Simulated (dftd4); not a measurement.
C$_{4}$H$_{11}$In, charge +1, doublet, geometry from GFN2-xTB (such geometries of metal compounds can be far from the true shape) (a state made from the parent by changing its charge; the spin is typed, not shown lowest); dftd4 4.2.0 with D4 for hf.

dftd4 was given this input:
```
$ dftd4 mol.xyz --func hf --charge 1 --json dftd4.json --noedisp

# file mol.xyz
16

In    -0.02963520     0.44045721     0.17025710
C      1.48262445     1.07042731    -1.40001528
H      2.36994918     0.44925095    -1.29338933
H      1.71732785     2.11754537    -1.21687969
H      1.02984855     0.94226752    -2.38146832
C     -1.40249016     0.85027212     1.94236602
H     -2.37528208     0.41288080     1.72295956
H     -1.47202196     1.93121420     2.05648077
H     -0.95609687     0.39167536     2.82322251
C     -0.45654523    -2.03566216    -0.23130453
C      0.49728378    -2.47871821    -1.26157102
H     -1.49906849    -1.96659428    -0.52351182
H     -0.29245338    -2.38994113     0.78095687
H      1.53480767    -2.40562545    -0.93006302
H      0.35775097    -1.95900707    -2.21204150
H      0.31212595    -3.54398353    -1.46571545
```

Output, abridged:

```
                    ____  _____ _____     ____  _  _
      -------------|  _ \|  ___|_   _|---|  _ \| || |------------
     |             | | | | |_    | | ___ | | | | || |_           |
     |             | |_| |  _|   | ||___|| |_| |__   _|          |
     |             |____/|_|     |_|     |____/   |_|            |
     |             ===================================           |
     |            E. Caldeweyher, S. Ehlert & S. Grimme          |
     |          Mulliken Center for Theoretical Chemistry        |
     |                    University of Bonn                     |
      -----------------------------------------------------------

Rational (Becke-Johnson) damping: hf-D4-ATM
---------------------
  s6         1.0000
  s8         1.6168
  s9         1.0000
  a1         0.4496
  a2         3.3574
 alp        16.0000
--------------------

Dispersion energy:      -3.1589070778011E-02 Eh

[Info] JSON dump of results written to 'dftd4.json'
```
